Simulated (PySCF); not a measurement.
All values below come from PySCF with PBE-D3(BJ)/def2-TZVP // PBE-D3(BJ)/def2-SVP. Gas-phase values, no solvent. Delta-SCF ions had no search for a lower state. Excitations are Tamm–Dancoff values on a coarser integration grid. The basis has no diffuse functions, so Rydberg states are missing or too high.

Reference species (SMILES): `c1cccc2cocc21` (neutral, multiplicity 1).

The T1 excitation (TDA) is 2.24 eV and the adiabatic ionisation energy (no zero-point term) is 7.42 eV. The vertical ionisation energy (Delta-SCF) is 7.46 eV and the HOMO comes out as -4.89 eV.

Changed species: `[CH]1=c2ccccc2=[CH][SnH2]1` (E = [SnH2]; the reference has E = O).

Task: Give the shifts of the T1 excitation (TDA), adiabatic ionisation energy (no zero-point term), vertical ionisation energy (Delta-SCF) and HOMO.

Result: the T1 excitation (TDA) falls by 1.02 eV, to 1.22 eV; the adiabatic ionisation energy (no zero-point term) falls by 0.35 eV, to 7.07 eV; the vertical ionisation energy (Delta-SCF) falls by 0.30 eV, to 7.16 eV; the HOMO goes up by 0.06 eV, to -4.83 eV.
